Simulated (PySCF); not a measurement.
The second ionisation energy along the second row

Calculated with PySCF 2.14 from differences of total energies of unrestricted determinants, without spin-orbit coupling. Values in eV. The last column holds reference values (NIST; (s) semi-empirical, (t) theoretical, else measured). Unmarked ones compare directly (S terms, centres of terms, or small fine structure); those marked * lie between the lowest fine-structure levels and include a spin-orbit shift.

| element | configurations | UHF | CCSD(T) (valence and next inner shell) | CCSD (valence) | CCSD(T) (valence) | PBE | r2SCAN | reference |
| --- | --- | --- | --- | --- | --- | --- | --- | --- |
| Be (aug-cc-pCVTZ-DK with one added diffuse shell each of s, p, d, f type, spin-free X2C) | [He] 2s1 → 1s2 | 18.129 | 18.195 | n/a | n/a | 18.494 | 18.188 | 18.211 |
| B (aug-cc-pCVTZ-DK with one added diffuse shell each of s, p, d, f type, spin-free X2C) | [He] 2s2 → [He] 2s1 | 23.449 | 25.114 | 25.090 | 25.090 | 24.615 | 24.267 | 25.155 |
| C (aug-cc-pCVTZ-DK with one added diffuse shell each of s, p, d, f type, spin-free X2C) | [He] 2s2 2p1 → [He] 2s2 | 24.149 | 24.279 | 24.204 | 24.236 | 24.839 | 24.988 | 24.378 |
| N (aug-cc-pCVTZ-DK with one added diffuse shell each of s, p, d, f type, spin-free X2C) | [He] 2s2 2p2 → [He] 2s2 2p1 | 29.185 | 29.515 | 29.456 | 29.473 | 29.888 | 30.122 | 29.601 (s) * |
| O (aug-cc-pCVTZ-DK with one added diffuse shell each of s, p, d, f type, spin-free X2C) | [He] 2s2 2p3 → [He] 2s2 2p2 | 34.550 | 35.057 | 35.009 | 35.019 | 35.264 | 35.460 | 35.121 * |
| F (aug-cc-pCVTZ-DK with one added diffuse shell each of s, p, d, f type, spin-free X2C) | [He] 2s2 2p4 → [He] 2s2 2p3 | 33.368 | 34.709 | 34.654 | 34.683 | 35.415 | 35.102 | 34.950 |
| Ne (aug-cc-pCVTZ-DK with one added diffuse shell each of s, p, d, f type, spin-free X2C) | [He] 2s2 2p5 → [He] 2s2 2p4 | 39.239 | 40.743 | 40.683 | 40.719 | 41.132 | 41.119 | 40.963 * |

Question: Which of these methods has the smallest mean absolute error against the measured values here?

Answer: CCSD(T) (valence and next inner shell), with 0.099 eV.

```tsv
method	elements	mean error (eV)	mean absolute error (eV)	largest error (eV)
UHF	4	-0.900	0.900	-1.706
CCSD(T) (valence and next inner shell)	4	-0.099	0.099	-0.241
CCSD (valence)	3	-0.178	0.178	-0.296
CCSD(T) (valence)	3	-0.158	0.158	-0.267
PBE	4	0.167	0.437	-0.540
r2SCAN	4	-0.037	0.418	-0.888
```

Errors include the incompleteness of the basis and the frozen core.

"Valence" correlates the outer s and p shells and, in groups 3 to 12 and the f block, the outer d or f shell, open or full, or the next shell where the ion has no valence electron left; the wider scheme adds the next inner shell.
